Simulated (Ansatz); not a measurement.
The same hydrolysis along the group Mg, Zn, Cd.

Computed with Ansatz on PBE0-D4/def2-TZVP structures; ΔE is electronic, products minus reactants. CCSD(T)/CBS adds triple-zeta CCSD(T) − MP2 to the extrapolated MP2 energy (def2 sets, frozen cores). This one scheme is used for every species. DFT in def2-TZVPP. Elements past krypton have def2 core potentials. For Cd, Mg, Zn outer-core shells are correlated without core-valence functions, which leaves a few kJ/mol of doubt a bond. Scalar relativity is left out up to krypton. Each species was taken in one conformer, which may not be the lowest.

```json
{"reaction": "`[NH2][Mg][SH]` + H₂O → `[OH][Mg][SH]` + NH₃", "RPA@PBE/def2-TZVPP (kcal/mol)": "-13.6", "CCSD(T)/CBS(def2) (kcal/mol)": "-14.6"}
{"reaction": "`[NH2][Zn][SH]` + H₂O → `[OH][Zn][SH]` + NH₃", "RPA@PBE/def2-TZVPP (kcal/mol)": "-5.6", "CCSD(T)/CBS(def2) (kcal/mol)": "-5.4"}
{"reaction": "`[NH2][Cd][SH]` + H₂O → `[OH][Cd][SH]` + NH₃", "RPA@PBE/def2-TZVPP (kcal/mol)": "-3.6", "CCSD(T)/CBS(def2) (kcal/mol)": "-3.6"}
```

Largest T1 diagnostic: 0.016, for `[OH][Zn][SH]`.
